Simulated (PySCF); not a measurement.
Here is a job for PySCF.
```python
from pyscf import gto, scf, dft

mol = gto.M(
    atom='''
S    -0.00638160    0.25789735   -0.45583475
O    -0.01284941    1.45780980    0.37857550
C     1.37076266   -0.79819518    0.18724665
C    -1.35000243   -0.82772888    0.20862756
H     1.27987622   -0.89677085    1.26308812
H    -2.29810816   -0.35220996   -0.01997107
H     1.32489255   -1.76477228   -0.30045787
H     2.30461413   -0.30224775   -0.05614119
H    -1.29083210   -1.79316578   -0.27990241
H    -1.24010316   -0.92412504    1.28289118
''',
    basis='6-311g**',
    verbose=4,
)

mf = dft.RKS(mol)
mf.xc = 'pbe'
mf = mf.density_fit(auxbasis='def2-universal-jkfit')
mf.kernel()
```

Task: Estimate the total energy that DF-PBE/6-311G** in PySCF returns for this input.

Result: -552.877010 Ha

Task: What number of basis functions does DF-PBE/6-311G** give?

Result: 116

Task: What is the computed Mulliken (on the basis functions themselves) charges in atom order (DF-PBE/6-311G**)?

Result: S1 0.59, O2 -0.52, C3 -0.51, C4 -0.51, H5 0.16, H6 0.17, H7 0.15, H8 0.17, H9 0.15, H10 0.16

Task: What HOMO energy does DF-PBE/6-311G** give?

Result: -5.22 eV

Task: Estimate the nuclear repulsion energy that DF-PBE/6-311G** returns for this input.

Result: 183.5175 Eh
